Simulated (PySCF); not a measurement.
PySCF job for CH₉GeNSi, SMILES C[SiH2][NH][GeH3], HF/pcSseg-1. Coordinates come from a PBE0-D3(BJ)/def2-SVP optimisation. The structure was generated by enumeration, and PubChem lists no compound with its InChIKey, so it may never have been made. One conformer was computed; it need not be the lowest.

```python
import numpy as np
from pyscf import gto, scf, dft
from pyscf.prop.nmr import rhf as nmr

mol = gto.M(
    atom='''
    Si    1.65855774   -0.76714876    0.39272229
    C     2.19960386    0.94730913   -0.13652605
    N    -0.02695114   -0.96864785    0.01459502
    Ge   -1.31672761    0.32920238   -0.15705539
    H     2.45300415   -1.81685534   -0.32337313
    H     1.95675851   -0.93322588    1.85615160
    H     2.04172613    1.09916236   -1.21514600
    H     3.27010422    1.08913026    0.07817191
    H     1.64720349    1.73039730    0.40696208
    H    -0.40449878   -1.90879647    0.08294826
    H    -1.47855165    1.15596597    1.13791938
    H    -0.94508709    1.28649203   -1.30496233
    H    -2.63414932   -0.39998345   -0.47402013
    ''',
    basis='pcSseg-1',
    charge=0,
    spin=0,
    max_memory=1600,
    verbose=3,
)
mf = scf.RHF(mol)
mf.conv_tol = 1e-10
mf.max_cycle = 100
mf.kernel()
n = nmr.NMR(mf)
n.verbose = 2
n.max_cycle_cphf = 60
sigma = n.kernel()
print('atom   isotropic/ppm   span/ppm')
for i, s in enumerate(sigma):
    w = np.linalg.eigvalsh((s + s.T) / 2)
    print(f'{mol.atom_symbol(i):2s}{i + 1:3d} {w.mean():14.3f} {w[2] - w[0]:11.3f}')
```

Program output:

```
converged SCF energy = -2461.61366915614
atom   isotropic/ppm   span/ppm
Si  1        422.329      83.028
C   2        194.557      12.309
N   3        287.202      77.825
Ge  4       1635.819     229.385
H   5         27.329       9.447
H   6         27.369       9.355
H   7         31.229      11.161
H   8         31.527      12.947
H   9         31.316      10.643
H  10         32.645      25.941
H  11         27.362      17.200
H  12         27.436      16.794
H  13         27.503      17.677
```

The calculation finished and met its thresholds.
